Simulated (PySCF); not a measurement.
(E)-1-bromo-2-chloro-1-fluoroethene (C₂HBrClF), SMILES F/C(Br)=C\Cl. Geometry: ωB97X-D3(BJ)/def2-SVP.

These are ωB97X-D3(BJ)/def2-SVP (PySCF 2.14.0) values and carry that method's errors.

Harmonic wavenumbers (cm⁻¹): 180, 183, 285, 361, 557, 808, 818, 872, 1131, 1325, 1775, 3280. Rotational constants (GHz): 8.504, 0.9838, 0.8818; symmetry number 1.

Problem. Work out the zero-point energy and the ideal-gas rigid-rotor harmonic-oscillator thermochemistry at 298.15 K and 1 atm.

Solution. ZPE = ½ Σ hcν = ½ × 11574 cm⁻¹ = 69.23 kJ/mol. H − E(el) = 85.44 kJ/mol. Entropy in J/(mol K): translation 171.99, rotation 117.85, vibration 35.19, total 325.04. G − E(el) = -11.47 kJ/mol. Cp = 76.46 J/(mol K).
